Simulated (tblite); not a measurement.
C5H6F3N3.
Bonds: C1–C2, C2–N3 (aromatic), N3–N4 (aromatic), N4–C5, N4–N6 (aromatic), N6–C7 (aromatic), C7–C8, C8–F9, C8–F10, C8–F11, C2–C7 (aromatic). Hydrogens: H12, H13, H14 on C1; H15, H16, H17 on C5.

Structure optimised with GFN2-xTB, isolated species.

Task: What internal coordinates does the optimisation give?

Result: 
```csv
bond,length (Å)
C1–C2,1.480
C2–N3,1.327
N3–N4,1.311
N4–C5,1.430
N4–N6,1.303
N6–C7,1.331
C7–C8,1.484
C8–F9,1.333
"C8–F10, C8–F11",1.349
C2–C7,1.409
"C1–H12, C1–H13, C1–H14",1.088
"C5–H15, C5–H16, C5–H17",1.089
```

Bonds in one row agree within 0.01 Å and their mean is given. A selection of angles:
```csv
angle,degrees
C1–C2–N3,124.2
C1–C2–C7,129.2
N3–C2–C7,106.5
C2–N3–N4,105.6
N3–N4–C5,122.6
N3–N4–N6,115.0
C5–N4–N6,122.4
N4–N6–C7,104.5
N6–C7–C8,123.7
C2–C7–N6,108.3
C2–C7–C8,128.0
C7–C8–F9,113.7
C7–C8–F10,111.8
F9–C8–F10,106.8
F10–C8–F11,105.5
```

Torsions: N6–C7–C8–F9 0° (synperiplanar). The mirror-image conformer, all signs reversed, is as good.

N4 (pyrrole-type nitrogen) is planar (angles 122.6°, 122.4° and 115.0°, sum 360.0°, 0.01 Å off the plane of its three neighbours). The 3 C–C bonds span 1.409 Å (C2–C7, aromatic) to 1.484 Å (C7–C8, drawn single), a spread of 0.075 Å. The 5-membered ring C2–N3–N4–N6–C7 has internal angles of 104.5° to 115.0° (sum 540°, against 540° for a flat polygon); it is planar, 0.00 Å rms from its mean plane, widest ring torsion 0°. The 3 C–N bonds span 1.327 Å (C2–N3, aromatic) to 1.430 Å (N4–C5, drawn single), a spread of 0.103 Å.

GFN2-xTB frequencies show an imaginary mode (20i cm⁻¹), so the point is no minimum at that level. 2 starts were optimised and ended at 0.00 and 0.02 kcal/mol (GFN2-xTB); the lowest of these is shown.

The numbers are calculated, not measured.
